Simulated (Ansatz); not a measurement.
H3GeN, SMILES `[NH2][GeH]` (excited triplet) (charge 0, multiplicity 3). This triplet is an excited state, 1.86 eV above the relaxed singlet at the level frozen-core CCSD(T)/cc-pVTZ // PBE0-D3(BJ)/def2-TZVP (Ansatz, a program for electronic structure).

Level of theory: r2SCAN0/cc-pVTZ // PBE0-D3(BJ)/def2-TZVP in Ansatz.

Ansatz 0.2 input:
```yaml
crystal:
  periodic: [false, false, false]
  atoms:
    - { symbol: N, position_ang: [-0.673166, 0.09854, -0.145544] }
    - { symbol: Ge, position_ang: [0.988831, -0.31531, 0.54626] }
    - { symbol: H, position_ang: [-1.211129, 0.781421, 0.370969] }
    - { symbol: H, position_ang: [-1.26322, -0.687655, -0.382714] }
    - { symbol: H, position_ang: [2.158684, 0.123005, -0.388971] }
basis:
  gaussian: { orbitals: cc-pVTZ }
hamiltonian:
  xc: r2scan0
magnetization:
  spin_polarized: true
  initial_magnetization: 2
```

Output:

```
Functional definition: r2SCAN0
772 factors; their error is unknown
mean field evaluation 1: about -58049.2019 eV, gradient 3.8e1 eV
mean field evaluation 2: about -58033.6823 eV, gradient 6.4e1 eV
mean field evaluation 4: about -58054.7294 eV, gradient 1.5e0 eV
mean field evaluation 8: about -58054.7488 eV, gradient 6.5e-2 eV
mean field evaluation 16: about -58054.9543 eV, gradient 2.2e-4 eV
mean field -58054.95430316 eV, -2133.4802195799 hartree, gradient 2.2e-5 eV, S^2 2.009182; 0 other end points of the search recorded, 0 dependent functions left out
reference -58054.95431314 eV, -2133.4802199466 hartree; 22, 20 occupied and 93, 95 virtual orbitals, 772 factors
Total energy: -58054.95431314 eV, -2133.4802199466 hartree
```
